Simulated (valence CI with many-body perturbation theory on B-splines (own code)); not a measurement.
## E1 transitions of Yb²¹⁺

Computed by relativistic CI+MBPT: three valence electrons over a frozen Dirac-Fock core [Kr] 4d10, radial functions for each j: 7 s, 7 p, 7 d, 7 f, 4 g, 2 h, with the one-electron correlation potential Σ1, the two-electron term Σ2, the three-electron term Σ3, Breit, model QED; selected CI, second order for the rest, scaled by the run's own slope (own B-spline code, finite nucleus).

No measured levels were compared; by estimate terms of the open shell hold to a few per cent of their energy, and close levels can change places. The list stops below the first excitations out of the core.

Lines 1 to 50 of 546 in falling wavelength, among levels below 143.03 eV, chosen from the strongest by gf and those to the six lowest levels. Wavelengths and rates use the calculated energies, so an error of 2000 cm⁻¹ moves a line at 49.25 nm by 0.98 % and its rate by three times that or more. Electric multipoles are in the length gauge, E1 and E2 with the static RPA response of the core. Weak lines are less certain than strong ones. Lines between different terms over intervals too small for the method are left out, as are lines whose strength nearly cancels.

Levels are named by their leading jj configuration (3d3/2^4 stands for four electrons in 3d with j = 3/2), which in mixed levels can hold well under half, so a name can repeat and another be missing. Letters in brackets count levels of one name in rising energy.

| λ vac (nm) | Upper | Lower | A (s⁻¹) | S (a.u.) with core polarisation | S without |
| --- | --- | --- | --- | --- | --- |
| 49.25 | (4f5/2 4f7/2 5p1/2) J=3/2 [a] | (4f7/2^2 5s) J=1/2 | 1.65e+07 | 3.89e-03 | 5.12e-03 |
| 43.86 | (4f7/2^2 5p1/2) J=3/2 | (4f7/2^2 5s) J=1/2 | 2.18e+07 | 3.63e-03 | 4.78e-03 |
| 42.50 | (4f5/2 4f7/2 5p1/2) J=5/2 [a] | (4f7/2^2 5s) J=3/2 | 4.03e+07 | 9.16e-03 | 1.20e-02 |
| 42.47 | (4f5/2^2 5p1/2) J=3/2 | (4f5/2 4f7/2 5s) J=1/2 | 5.17e+07 | 7.82e-03 | 1.02e-02 |
| 41.60 | (4f5/2 4f7/2 5p1/2) J=11/2 [a] | (4f5/2 4f7/2 5s) J=11/2 [b] | 1.42e+07 | 6.05e-03 | 7.88e-03 |
| 41.55 | (4f5/2 4f7/2 5p1/2) J=11/2 [a] | (4f5/2 4f7/2 5s) J=13/2 | 6.43e+06 | 2.73e-03 | 3.55e-03 |
| 40.04 | (4f5/2^2 5p1/2) J=5/2 | (4f5/2 4f7/2 5s) J=3/2 [a] | 2.20e+07 | 4.18e-03 | 5.44e-03 |
| 39.26 | (4f5/2 4f7/2 5p1/2) J=5/2 [a] | (4f5/2 4f7/2 5s) J=3/2 [b] | 5.18e+07 | 9.29e-03 | 1.22e-02 |
| 38.87 | (4f5/2^2 5p1/2) J=9/2 | (4f5/2 4f7/2 5s) J=7/2 [b] | 3.59e+07 | 1.04e-02 | 1.35e-02 |
| 38.79 | (4f7/2^2 5p1/2) J=13/2 | (4f5/2 4f7/2 5s) J=13/2 | 4.52e+07 | 1.82e-02 | 2.38e-02 |
| 38.71 | (4f5/2 4f7/2 5p1/2) J=9/2 [a] | (4f7/2^2 5s) J=7/2 | 1.85e+07 | 5.28e-03 | 6.88e-03 |
| 38.14 | (4f5/2^2 5p1/2) J=9/2 | (4f5/2 4f7/2 5s) J=9/2 [b] | 2.99e+07 | 8.18e-03 | 1.06e-02 |
| 38.03 | (4f5/2 4f7/2 5p1/2) J=7/2 [a] | (4f5/2 4f7/2 5s) J=5/2 [b] | 6.57e+07 | 1.43e-02 | 1.86e-02 |
| 38.01 | (4f5/2 4f7/2 5p1/2) J=5/2 [b] | (4f7/2^2 5s) J=3/2 | 6.82e+07 | 1.11e-02 | 1.44e-02 |
| 37.98 | (4f7/2^2 5p1/2) J=7/2 | (4f7/2^2 5s) J=5/2 | 7.22e+07 | 1.56e-02 | 2.05e-02 |
| 37.98 | (4f5/2 4f7/2 5p1/2) J=11/2 [a] | (4f7/2^2 5s) J=9/2 | 1.26e+07 | 4.08e-03 | 5.29e-03 |
| 37.88 | (4f5/2 4f7/2 5p1/2) J=5/2 [a] | (4f5/2 4f7/2 5s) J=3/2 [a] | 7.41e+07 | 1.19e-02 | 1.55e-02 |
| 37.73 | (4f5/2^2 5p1/2) J=7/2 | (4f5/2 4f7/2 5s) J=5/2 [a] | 2.78e+07 | 5.90e-03 | 7.71e-03 |
| 37.58 | (4f5/2 4f7/2 5p1/2) J=7/2 [a] | (4f7/2^2 5s) J=7/2 | 2.14e+07 | 4.48e-03 | 5.82e-03 |
| 37.56 | (4f5/2^2 5p1/2) J=1/2 | (4f7/2^2 5s) J=3/2 | 8.27e+07 | 4.33e-03 | 5.66e-03 |
| 37.23 | (4f5/2 4f7/2 5p1/2) J=5/2 [a] | (4f7/2^2 5s) J=7/2 | 2.09e+08 | 3.20e-02 | 4.15e-02 |
| 37.13 | (4f5/2^2 5p1/2) J=9/2 | (4f5/2 4f7/2 5s) J=9/2 [a] | 4.23e+08 | 1.07e-01 | 1.39e-01 |
| 37.05 | (4f5/2 4f7/2 5p1/2) J=9/2 [b] | (4f7/2^2 5s) J=7/2 | 1.40e+08 | 3.51e-02 | 4.55e-02 |
| 37.03 | (4f5/2^2 5p1/2) J=7/2 | (4f5/2 4f7/2 5s) J=9/2 [b] | 7.30e+07 | 1.46e-02 | 1.89e-02 |
| 36.96 | (4f5/2 4f7/2 5p1/2) J=1/2 | (4f7/2^2 5s) J=3/2 | 6.60e+08 | 3.29e-02 | 4.28e-02 |
| 36.85 | (4f5/2 4f7/2 5p1/2) J=11/2 [a] | (4f7/2^2 5s) J=11/2 | 1.50e+08 | 4.46e-02 | 5.78e-02 |
| 36.80 | (4f5/2 4f7/2 5p1/2) J=7/2 [a] | (4f7/2^2 5s) J=9/2 | 4.94e+07 | 9.72e-03 | 1.26e-02 |
| 36.76 | (4f5/2 4f7/2 5p1/2) J=9/2 [a] | (4f7/2^2 5s) J=11/2 | 2.78e+08 | 6.82e-02 | 8.84e-02 |
| 36.74 | (4f5/2 4f7/2 5p1/2) J=3/2 [a] | (4f5/2 4f7/2 5s) J=1/2 | 2.55e+08 | 2.50e-02 | 3.25e-02 |
| 36.56 | (4f5/2 4f7/2 5p1/2) J=7/2 [b] | (4f7/2^2 5s) J=7/2 | 9.28e+07 | 1.79e-02 | 2.31e-02 |
| 36.50 | (4f5/2^2 5p1/2) J=5/2 | (4f5/2 4f7/2 5s) J=5/2 [a] | 3.66e+08 | 5.27e-02 | 6.82e-02 |
| 36.40 | (4f7/2^2 5p1/2) J=9/2 | (4f5/2 4f7/2 5s) J=11/2 [b] | 1.70e+07 | 4.04e-03 | 5.30e-03 |
| 36.29 | (4f5/2 4f7/2 5p1/2) J=9/2 [b] | (4f7/2^2 5s) J=9/2 | 4.81e+07 | 1.13e-02 | 1.47e-02 |
| 36.19 | (4f5/2 4f7/2 5p1/2) J=3/2 [b] | (4f7/2^2 5s) J=3/2 | 2.64e+07 | 2.47e-03 | 3.17e-03 |
| 36.11 | (4f5/2^2 5p1/2) J=1/2 | (4f5/2 4f7/2 5s) J=1/2 | 1.25e+09 | 5.83e-02 | 7.56e-02 |
| 36.07 | (4f5/2^2 5p1/2) J=7/2 | (4f5/2 4f7/2 5s) J=9/2 [a] | 4.31e+08 | 7.98e-02 | 1.03e-01 |
| 36.01 | (4f5/2^2 5p1/2) J=3/2 | (4f5/2 4f7/2 5s) J=5/2 [a] | 1.17e+09 | 1.08e-01 | 1.40e-01 |
| 35.95 | (4f5/2 4f7/2 5p1/2) J=9/2 [a] | (4f5/2 4f7/2 5s) J=7/2 [b] | 4.21e+08 | 9.66e-02 | 1.26e-01 |
| 35.91 | (4f7/2^2 5p1/2) J=11/2 | (4f7/2^2 5s) J=9/2 | 2.54e+07 | 6.96e-03 | 9.11e-03 |
| 35.60 | (4f5/2^2 5p1/2) J=7/2 | (4f5/2^2 5s) J=5/2 | 2.85e+07 | 5.08e-03 | 6.65e-03 |
| 35.56 | (4f5/2 4f7/2 5p1/2) J=1/2 | (4f5/2 4f7/2 5s) J=1/2 | 1.30e+09 | 5.79e-02 | 7.53e-02 |
| 35.55 | (4f5/2^2 5p1/2) J=5/2 | (4f5/2 4f7/2 5s) J=7/2 [a] | 4.15e+07 | 5.52e-03 | 7.17e-03 |
| 35.52 | (4f5/2 4f7/2 5p1/2) J=11/2 [a] | (4f7/2^2 5s) J=13/2 | 5.29e+07 | 1.40e-02 | 1.83e-02 |
| 35.42 | (4f5/2 4f7/2 5p1/2) J=11/2 [a] | (4f5/2 4f7/2 5s) J=9/2 [b] | 2.90e+08 | 7.64e-02 | 9.90e-02 |
| 35.40 | (4f5/2 4f7/2 5p1/2) J=5/2 [b] | (4f5/2 4f7/2 5s) J=3/2 [b] | 8.77e+07 | 1.15e-02 | 1.49e-02 |
| 35.16 | (4f5/2 4f7/2 5p1/2) J=3/2 [b] | (4f7/2^2 5s) J=5/2 | 6.74e+07 | 5.78e-03 | 7.49e-03 |
| 35.05 | (4f5/2 4f7/2 5p1/2) J=9/2 [a] | (4f5/2 4f7/2 5s) J=7/2 [a] | 3.13e+07 | 6.65e-03 | 8.57e-03 |
| 35.00 | (4f5/2 4f7/2 5p1/2) J=7/2 [a] | (4f5/2 4f7/2 5s) J=5/2 [a] | 2.61e+09 | 4.41e-01 | 5.73e-01 |
| 34.99 | (4f5/2 4f7/2 5p1/2) J=7/2 [a] | (4f5/2 4f7/2 5s) J=7/2 [b] | 6.04e+07 | 1.02e-02 | 1.33e-02 |
| 34.91 | (4f7/2^2 5p1/2) J=3/2 | (4f7/2^2 5s) J=3/2 | 1.24e+09 | 1.04e-01 | 1.35e-01 |
